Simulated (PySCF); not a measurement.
# Correlation energy of O²⁺ (oxygen, charge +2)

[He] 2s2 2p2, high-spin 3P determinant. All numbers are calculated (PySCF 2.14, scalar relativity by spin-free X2C-1e, in aug-cc-pVDZ-DK (4s3p2d, 23 functions)). Frozen: 1s2; 4 electrons correlated.

MP2 pair energies summed by pair of shells (mhartree):

```
 pair  energy  share (%)
2s-2p  -32.69       58.0
2s-2s  -18.88       33.5
2p-2p   -4.75        8.4
```

Total MP2 correlation energy: -56.32 mhartree.

Same-spin part -7.94 and opposite-spin part -48.38 mhartree; SCS-MP2 scales them by 1/3 and 6/5 to -60.70 mhartree.

```csv
level,correlation energy (mhartree)
CCSD,-78.97
(T),-0.66
CCSD(T),-79.63
```

Diagnostics: T1 = 0.0047, D1 = 0.0094, largest double amplitude 0.124.

Is a single reference adequate?

Mostly. T1 lies below 0.03, but a double amplitude of this size points to a near-degeneracy that CCSD handles and MP2 describes poorly.
